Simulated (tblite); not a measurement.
Species: C4H14P2Si2.
SMILES with atom numbers: `[CH3:1][C:2]([CH3:3])([CH3:4])[SiH:5]1[PH:6][SiH2:7][PH:8]1` (hydrogens: H9, H10, H11 on C1; H12, H13, H14 on C3; H15, H16, H17 on C4; H18 on Si5; H19 on P6; H20, H21 on Si7; H22 on P8)

Computed with GFN2-xTB (tblite), gas phase: L-BFGS steps from a force-field or distance-geometry start until the largest atomic force falls under 0.01 eV/Å.

The end geometry, which sets the zero of energy:
```
atom  x, y, z in Å
C1     -1.6802   -1.1698    0.9978
C2     -1.0610   -0.0073    0.2293
C3     -2.0859    0.5845   -0.7305
C4     -0.5907    1.0578    1.2168
Si5     0.4354   -0.6672   -0.7711
P6      2.1270   -1.2511    0.6272
Si7     3.2876    0.1952   -0.6718
P8      1.5830    0.8499   -2.0084
H9     -0.9448   -1.6245    1.6593
H10    -2.5181   -0.8229    1.6016
H11    -2.0452   -1.9332    0.3144
H12    -1.6454    1.3886   -1.3180
H13    -2.4502   -0.1758   -1.4178
H14    -2.9384    0.9857   -0.1828
H15    -0.1882    1.9236    0.6921
H16     0.1860    0.6584    1.8703
H17    -1.4190    1.3952    1.8392
H18     0.0586   -1.7591   -1.6832
H19     2.4819   -2.3801   -0.0832
H20     4.3164   -0.4524   -1.4820
H21     3.8370    1.2709    0.1511
H22     1.2439    1.9531   -1.2520
```

Question: These geometries come from the run, each turned onto the end geometry. Order them by energy, lowest first.
A.
```
atom  x, y, z in Å
C1     -1.2035   -1.0437    1.1719
C2     -1.0489    0.0489    0.0760
C3     -2.4032    0.2670   -0.6345
C4     -0.6194    1.3822    0.7199
Si5     0.3865   -0.4957   -1.1261
P6      1.7503   -1.6975    0.2468
Si7     3.2037   -0.0493   -0.1954
P8      1.9925    1.0380   -1.7462
H9     -0.4413   -1.8313    1.0927
H10    -1.0831   -0.5885    2.1561
H11    -2.1848   -1.5249    1.1247
H12    -2.5189    1.2912   -0.9808
H13    -2.5640   -0.3881   -1.4917
H14    -3.2252    0.0984    0.0614
H15    -0.5413    2.1663   -0.0463
H16     0.3482    1.2637    1.2190
H17    -1.3624    1.6791    1.4649
H18    -0.1068   -1.1353   -2.3537
H19     2.1583   -2.7254   -0.5795
H20     4.4911   -0.4485   -0.7265
H21     3.3893    0.6224    1.0899
H22     1.5725    2.0904   -0.9444
```
B.
```
atom  x, y, z in Å
C1     -1.6153   -1.1573    1.0392
C2     -1.0642    0.0059    0.2161
C3     -2.1324    0.5451   -0.7290
C4     -0.5966    1.1074    1.1675
Si5     0.4101   -0.6415   -0.8277
P6      2.0684   -1.3583    0.5555
Si7     3.2908    0.1490   -0.6094
P8      1.6391    0.8829   -1.9760
H9     -0.8543   -1.5467    1.7157
H10    -2.4601   -0.8139    1.6351
H11    -1.9556   -1.9782    0.4107
H12    -1.7240    1.3521   -1.3338
H13    -2.4761   -0.2368   -1.3992
H14    -2.9999    0.9231   -0.1865
H15    -0.2407    1.9802    0.6186
H16     0.2154    0.7371    1.7943
H17    -1.4084    1.4301    1.8208
H18    -0.0180   -1.6747   -1.7904
H19     2.4201   -2.4352   -0.2289
H20     4.3789   -0.4339   -1.3920
H21     3.7645    1.2136    0.2746
H22     1.3480    1.9693   -1.1769
```
C.
```
atom  x, y, z in Å
C1     -1.3455   -1.0306    1.2245
C2     -1.0610    0.0382    0.1492
C3     -2.3229    0.2628   -0.6913
C4     -0.6645    1.3557    0.8222
Si5     0.3980   -0.5253   -0.9927
P6      1.8909   -1.8170    0.1404
Si7     3.2575   -0.0521   -0.2093
P8      1.9301    0.9935   -1.7195
H9     -0.6169   -1.8425    1.2172
H10    -1.3297   -0.5920    2.2211
H11    -2.3288   -1.4711    1.0738
H12    -2.2634    1.1956   -1.2475
H13    -2.4722   -0.5489   -1.4012
H14    -3.1987    0.3168   -0.0445
H15    -0.5350    2.1411    0.0771
H16     0.2737    1.2524    1.3694
H17    -1.4353    1.6766    1.5228
H18    -0.0763   -1.2578   -2.1712
H19     2.3099   -2.4561   -1.0174
H20     4.5312   -0.4565   -0.7969
H21     3.4419    0.7614    0.9965
H22     1.6068    2.0752   -0.9244
```
D.
```
atom  x, y, z in Å
C1     -1.4279   -1.0831    1.1452
C2     -1.0452    0.0416    0.1880
C3     -2.2391    0.3956   -0.6906
C4     -0.6214    1.2683    0.9914
Si5     0.3897   -0.5713   -0.9352
P6      1.9496   -1.6951    0.2797
Si7     3.2643    0.0174   -0.3903
P8      1.7992    0.9669   -1.8309
H9     -0.5852   -1.3460    1.7836
H10    -2.2571   -0.7742    1.7815
H11    -1.7299   -1.9717    0.5939
H12    -1.9741    1.1662   -1.4109
H13    -2.5853   -0.4762   -1.2400
H14    -3.0651    0.7672   -0.0846
H15    -0.4391    2.1163    0.3323
H16     0.2881    1.0668    1.5580
H17    -1.4087    1.5524    1.6896
H18    -0.1188   -1.3948   -2.0440
H19     2.2941   -2.5078   -0.7829
H20     4.4764   -0.4062   -1.0852
H21     3.5565    0.8501    0.7770
H22     1.4690    2.0370   -1.0273
```
E.
```
atom  x, y, z in Å
C1     -1.6576   -1.1597    1.0223
C2     -1.0655   -0.0044    0.2230
C3     -2.1058    0.5606   -0.7368
C4     -0.5955    1.0748    1.1945
Si5     0.4287   -0.6514   -0.7888
P6      2.1122   -1.2975    0.5970
Si7     3.2943    0.1772   -0.6475
P8      1.6143    0.8620   -1.9962
H9     -0.8966   -1.5958    1.6657
H10    -2.4801   -0.8098    1.6458
H11    -2.0308   -1.9393    0.3632
H12    -1.6861    1.3746   -1.3246
H13    -2.4532   -0.2078   -1.4239
H14    -2.9666    0.9477   -0.1926
H15    -0.2179    1.9436    0.6568
H16     0.1980    0.6894    1.8376
H17    -1.4180    1.4020    1.8298
H18     0.0038   -1.7039   -1.7249
H19     2.4573   -2.4079   -0.1486
H20     4.3496   -0.4397   -1.4441
H21     3.8027    1.2470    0.2106
H22     1.3025    1.9580   -1.2198
```

Answer: E (0.004 eV), B (0.013 eV), D (0.046 eV), C (0.251 eV), A (0.495 eV).

In the order of the answer:

| step | E above end (eV) | largest force (eV/Å) | rms force component (eV/Å) | rms distance from end (Å) | rms bond change (Å) | bond most changed (Å) |
| --- | --- | --- | --- | --- | --- | --- |
| 120 | 0.004 | 0.06 | 0.019 | 0.050 | 0.001 | Si5–P6 +0.003 |
| 114 | 0.013 | 0.11 | 0.035 | 0.105 | 0.002 | Si5–P6 +0.004 |
| 94 | 0.046 | 0.03 | 0.011 | 0.429 | 0.002 | C2–Si5 +0.005 |
| 26 | 0.251 | 0.12 | 0.044 | 0.694 | 0.007 | C2–Si5 +0.019 |
| 9 | 0.495 | 0.41 | 0.139 | 0.776 | 0.015 | Si5–P8 +0.036 |

The cost below is that of the whole relaxation. The run took 2.3 s of wall time on one thread of an Intel Xeon Platinum 8488C (shared host).
